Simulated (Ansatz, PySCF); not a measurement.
Process, species as SMILES: COC(C)OC + 2 C (CH4) + 2 O (H2O) → CC (C2H6) [ethane] + 4 CO (CH4O)
Each molecule is optimised on its own at B3LYP-D3(BJ)/def2-TZVP (Ansatz, a first-principles code), one conformer each, not searched for the lowest. Frequencies are from Ansatz or PySCF.

Quantity: bond separation energy (enthalpy at 298 K, with B3LYP-D3(BJ) rigid-rotor harmonic-oscillator terms), in eV. Cores are frozen in the correlated levels unless marked. Spin-orbit coupling is left out. Non-relativistic. Basis-set limits of correlation are two-point, X^-3; Hartree-Fock from the larger set. The bracket is a focal-point correction in the basis named.

| level | program | bond separation energy (eV) |
|---|---|---|
| BLYP-D4/def2-TZVPD | Ansatz + dftd4 | 1.24 |

### Question
Estimate the value at RI-MP2/CBS(cc-pVTZ,cc-pVQZ)+[CCSD(T)-MP2]/cc-pVTZ as computed with Ansatz.

### Answer
1.32 eV, so BLYP-D4/def2-TZVPD differs from it by -0.08 eV.
